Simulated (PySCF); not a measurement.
# B11P11H14: Orbital levels and atomic charges

System: B11P11H14 (flake BP sheet).

Cartesian coordinates (Å):
```
  1 P     7.1984    0.7604   -1.5831
  2 B     5.9509    1.7772   -0.7183
  3 P     4.4584    0.9552   -0.0415
  4 B     4.3977   -0.8948   -0.0074
  5 P     5.6586   -1.8549   -0.9692
  6 B     7.2762   -1.0268   -1.2007
  7 P    -4.4734    0.9714    0.0003
  8 B    -5.9572    1.7795   -0.7123
  9 P    -7.1810    0.7523   -1.5973
 10 B    -7.2494   -1.0383   -1.2339
 11 P    -5.6282   -1.8452   -0.9597
 12 B    -4.4059   -0.8788    0.0422
 13 P     1.5942    1.0353    1.3513
 14 B     0.0026    1.9436    1.3449
 15 P    -1.5981    1.0520    1.3685
 16 B    -1.5578   -0.8007    1.2580
 17 P    -0.0063   -1.6795    1.7639
 18 B     1.5414   -0.8159    1.2226
 19 B     3.0711    1.8981    0.6859
 20 P     3.1445   -1.7331    1.0715
 21 B    -3.0796    1.9175    0.7134
 22 P    -3.1728   -1.7070    1.1530
 23 H     8.4420    1.3519   -1.5653
 24 H     6.0665    2.9400   -0.6426
 25 H     5.8193   -3.0924   -0.3783
 26 H     8.2605   -1.6455   -1.3317
 27 H    -6.0845    2.9410   -0.6440
 28 H    -8.4303    1.3330   -1.6100
 29 H    -8.2222   -1.6664   -1.3994
 30 H    -5.7869   -3.0951   -0.3955
 31 H     0.0115    3.1138    1.2832
 32 H    -0.0197   -2.9413    1.1901
 33 H     3.0955    3.0698    0.6650
 34 H     2.9020   -2.9917    0.5481
 35 H    -3.0977    3.0892    0.6831
 36 H    -2.9403   -2.9738    0.6451
```

Method: wB97X-D/6-31G*, gas phase, PySCF, fitting set def2-universal-JFIT up to Ne and JKFIT beyond, grid level 1.

Question: Give the orbital energies near the gap.

Answer: 
```tsv
orbital	eV
HOMO-4	-9.02
HOMO-3	-8.65
HOMO-2	-8.34
HOMO-1	-8.00
HOMO	-7.92
LUMO	-0.96
LUMO+1	-0.70
LUMO+2	-0.23
LUMO+3	-0.12
```

Question: Give the partial charges of the non-hydrogen atoms.

Answer: 
```csv
atom,Mulliken,IAO,Hirshfeld
P1,-0.04,0.30,0.02
B2,-0.04,-0.34,0.01
P3,0.02,0.41,0.02
B4,-0.08,-0.43,-0.02
P5,-0.01,0.29,0.01
B6,-0.07,-0.34,0.01
P7,0.02,0.41,0.02
B8,-0.04,-0.35,0.01
P9,-0.04,0.31,0.03
B10,-0.07,-0.34,0.01
P11,-0.01,0.29,0.01
B12,-0.08,-0.43,-0.02
P13,0.05,0.41,0.02
B14,-0.06,-0.33,0.02
P15,0.05,0.41,0.02
B16,-0.10,-0.41,-0.02
P17,0.02,0.29,0.01
B18,-0.10,-0.42,-0.02
B19,-0.04,-0.33,0.02
P20,0.01,0.28,0.00
B21,-0.04,-0.33,0.02
P22,0.01,0.28,0.00
```
